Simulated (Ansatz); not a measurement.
C2H2N, SMILES `C#C[NH+]` (excited singlet) (charge 1, multiplicity 1). This singlet is an excited state, 0.84 eV above the relaxed triplet at the level B3LYP/cc-pVTZ // PBE0-D3(BJ)/def2-TZVP (Ansatz, a first-principles code).

Computed with frozen-core CCSD(T)/cc-pVTZ // PBE0-D3(BJ)/def2-TZVP (Ansatz).

Ansatz 0.2 input:
```yaml
crystal:
  periodic: [false, false, false]
  atoms:
    - { symbol: C, position_ang: [1.15186, 0.146209, -0.055167] }
    - { symbol: C, position_ang: [-0.103716, 0.109484, -0.222244] }
    - { symbol: N, position_ang: [-1.298604, 0.30659, -0.382262] }
    - { symbol: H, position_ang: [2.199011, -0.073346, 0.086132] }
    - { symbol: H, position_ang: [-1.948555, -0.48894, -0.46214] }
basis:
  gaussian: { orbitals: cc-pVTZ }
correlation:
  method: ccsd_t
total_charge: 1
```

Output:

```
Functional definition: HF
686 factors; integrals over basis functions are off by at most 1.4e-3 eV
mean field evaluation 1: about -3559.8028 eV, gradient 3.7e1 eV
mean field evaluation 2: about -3559.8064 eV, gradient 3.7e1 eV
mean field evaluation 4: about -3563.0177 eV, gradient 5.3e0 eV
mean field evaluation 8: about -3563.1350 eV, gradient 6.6e-1 eV
mean field evaluation 16: about -3561.5075 eV, gradient 2.7e1 eV
mean field evaluation 32: about -3561.2835 eV, gradient 1.0e-2 eV
mean field -3563.13849906 eV, -130.9429246584 hartree, gradient 5.1e-6 eV, S^2 0.000000; 1 other end points of the search recorded, 0 dependent functions left out; unrestricted orbitals would lower it
determinant -3563.13849906 eV, -130.9429246584 hartree, with singles and doubles -3576.37153905 eV, -131.4292299085 hartree
determinant -3561.28354712 eV, -130.8747564320 hartree, with singles and doubles -3574.75678143 eV, -131.3698886604 hartree
3 core orbitals not correlated
reference -3563.13849906 eV, -130.9429246584 hartree; 7, 7 occupied and 108, 108 virtual orbitals, 686 factors
second order -12.51090891 eV of doubles, -0.00000000 eV of singles
cycle   1  -13.05515780 eV  change    -1.0e0 eV  update   2.3e-2
cycle   2  -13.09945203 eV  change   -4.4e-2 eV  update   4.7e-3
cycle   3  -13.09337538 eV  change    6.1e-3 eV  update   2.1e-3
cycle   4  -13.09524775 eV  change   -1.9e-3 eV  update   9.0e-4
cycle   5  -13.09552534 eV  change   -2.8e-4 eV  update   6.0e-4
cycle   6  -13.09572531 eV  change   -2.0e-4 eV  update   2.7e-4
cycle   7  -13.09594804 eV  change   -2.2e-4 eV  update   1.2e-4
cycle   8  -13.09601592 eV  change   -6.8e-5 eV  update   4.9e-5
cycle   9  -13.09599850 eV  change    1.7e-5 eV  update   2.3e-5
cycle  10  -13.09599266 eV  change    5.8e-6 eV  update   1.0e-5
perturbative correction -0.73386619 eV, -0.0269690851 hartree
Total energy: -3576.96835791 eV, -131.4511625969 hartree
```
